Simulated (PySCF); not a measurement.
**Ho(SH)3 at several levels of theory**

Computed with PySCF 2.14.0 (density fitting, no spin-orbit coupling) at the geometry relaxed with BP86:

```xyz
7
Ho(SH)3 (singlet in the valence; each metal's 4f electrons, 10 of them, lie in its core potential, out of spins and levels)
Ho    0.0000    0.0000    0.8727
S     2.5397    0.4144    0.9774
H     2.8312   -0.9216    0.9635
S    -1.6287    1.9923    0.9774
H    -0.6175    2.9127    0.9635
S    -0.9110   -2.4066    0.9774
H    -2.2137   -1.9911    0.9635
```

| level | basis | state | HOMO (eV) | gap (eV) | charge on Ho1 (e) | population of f-type functions on Ho1 (polarisation alone where 4f lies in the core) | dipole about the centre of mass (D) | largest force component (eV/Å) |
| --- | --- | --- | --- | --- | --- | --- | --- | --- |
| BP86 | Ho lcecp-1-SVP with ECP56, S def2-SVP, H def2-SVP | singlet | -6.35 | 3.16 | 0.66 | 0.03 | 0.61 | 0.01 |
| PBE0 | the same | singlet | -7.46 | 5.00 | 0.83 | 0.03 | 0.66 | 0.32 |
| BP86 | Ho lcecp-1-TZVP with ECP56, S def2-TZVP, H def2-TZVP | singlet | -6.46 | 3.24 | 1.13 | 0.03 | 0.63 | 0.21 |

In the lcecp rows the 4f levels are missing from HOMO and gap, and the state counts the valence alone.

Charges are Mulliken's, which hang on the basis. The relaxation used the grid (50, 194), these runs (75, 302) or, all-electron (x2c bases, spin-free X2C Hamiltonian), (99, 590).

Q: A further run in the first row's basis gives HOMO (eV) -10.18, gap (eV) 10.12, charge on Ho1 (e) 1.18, population of f-type functions on Ho1 (polarisation alone where 4f lies in the core) 0.03, dipole about the centre of mass (D) 0.75, largest force component (eV/Å) 0.82. Which level was it?
A. r2SCAN
B. HF
C. TPSS

A: B. The others give HOMO -6.38 eV (TPSS); -6.59 eV (r2SCAN).

In the first row's basis the gap widens with exact exchange: 3.2 to 3.7 eV for BP86, TPSS, r2SCAN (none); 5.0 eV for PBE0 (a fixed share); 10.1 eV for Hartree–Fock (rising or full at long range).

An lcecp potential fixes the number of 4f electrons, so in runs with it no electron can move into or out of that shell.
